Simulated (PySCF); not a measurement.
# Relaxation of singlet AlI₂⁺

All numbers come from PBE0/[Al def2-TZVP, I def2-TZVP with ECP28], scalar-relativistic core potentials, density fitting, no spin–orbit coupling, PySCF. A (50,194) grid was used.

A hand-made bent start, of C2v symmetry, held to at least that symmetry:

```xyz
3
charge 1 multiplicity 1, angstrom
Al    0.0000    0.0000   -1.3160
I     2.0792    0.0000    0.1399
I    -2.0792    0.0000    0.1399
```

Optimiser trace:
```tsv
step	E − E(last) (kJ/mol)	largest gradient (Eh/bohr)
0	117.53	0.05151
1	70.14	0.03258
2	34.80	0.01160
3	13.29	0.01115
4	5.83	0.01381
5	2.54	0.00610
6	0.30	0.00152
7	0.01	0.00082
8	0.00	0.00003
```

It ends at D∞h with Al–I 2.359 Å (×2); I–Al–I 180.0°. A frequency run shows a minimum. Other isomers or separated fragments may lie lower.

Final geometry:
```xyz
3
charge 1 multiplicity 1, angstrom
Al    0.0000    0.0000    0.0000
I     2.3594    0.0000    0.0000
I    -2.3594    0.0000    0.0000
```
